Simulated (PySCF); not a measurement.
Two-dimensional NMR puzzle

Compound of formula C6H9NSi. Correlations simulated from computed shifts and the bond graph:

HSQC (one-bond C–H):
```tsv
δH	δC
6.65	152.0
4.72	100.2
4.55	100.2
2.07	105.5
1.75	28.2
1.67	28.2
1.36	28.4
```

COSY cross peaks (H two or three bonds apart, from the bond graph; peaks can be absent where the dihedral angle is near 90°):
```tsv
δH	δH
6.65	4.72
6.65	4.55
4.72	4.55
4.64	4.19
4.64	1.36
4.19	1.36
1.75	1.67
1.75	1.36
1.67	1.36
```

HMBC (two and three bonds, from the bond graph):
```tsv
δH	δC
6.65	100.2, 28.4, 28.2
4.72	152.0
4.64	105.5, 86.4, 28.4, 28.2
4.55	152.0
4.19	105.5, 86.4, 28.4, 28.2
2.07	86.4
1.75	152.0, 28.4
1.67	152.0, 28.4
1.36	152.0, 86.4, 28.2
```

Carbons without hydrogens: δ 86.4.

PySCF 2.14 calculation with geometry from GFN2-xTB and shielding tensors at PBE0/pcSseg-1 (GIAO); one conformer, no relativistic terms, no solvent model.

δ = σ(ref) − σ, references computed at the same level: ¹H (σref 31.72), ¹³C (σref 186.93) vs TMS.

Exchangeable hydrogens are left out of these lists.

Task: Assemble the structure.

Result: SMILES C#C[SiH2][C@H]1CN1C=C.

Structure with atom numbers: `[CH:1]#[C:2][SiH2:3][C@H:4]1[CH2:5][N:6]1[CH:7]=[CH2:8]` (H(Xn): hydrogen on atom n). Ha(C8) is cis to N6; Ha(C5) is cis to Si3 on the ring; Ha(Si3) is pro-R; Hb(Si3) is pro-S; Hb(C8) is trans to N6; Hb(C5) is trans to Si3 on the ring.

1. δC 152.0 is C7, an alkene carbon bearing nitrogen (δH 6.65).
2. δC 105.5 is C1, a terminal alkyne carbon (δH 2.07).
3. δC 100.2 is C8, a β carbon of an enol-ether or enamine type C=C (δH 4.55, 4.72).
4. δC 86.4 is C2, an alkyne carbon.
5. δC 28.4 is C4, an aziridine ring carbon (δH 1.36).
6. δC 28.2 is C5, an aziridine ring carbon (δH 1.75, 1.67).
7. HMBC from δH 4.64 reaches the proton-free carbon C2.
8. HMBC from δH 4.19 reaches the proton-free carbon C2.
9. HMBC from δH 2.07 reaches the proton-free carbon C2.
10. HMBC from δH 1.36 reaches the proton-free carbon C2.
11. COSY links 6.65–4.72, 6.65–4.55, 4.72–4.55, 4.64–4.19, 4.64–1.36, 4.19–1.36.

The shifts were computed for this structure.

Shifts are as computed. Against solution values, carbons near 30 ppm lie about +3 ppm off and those near 130 ppm about +5 ppm. Of 1309 compounds with measured shifts, 239 miss one by over three times the rms of a fit or turn the order of signals round; such compounds aren't used in these exercises.
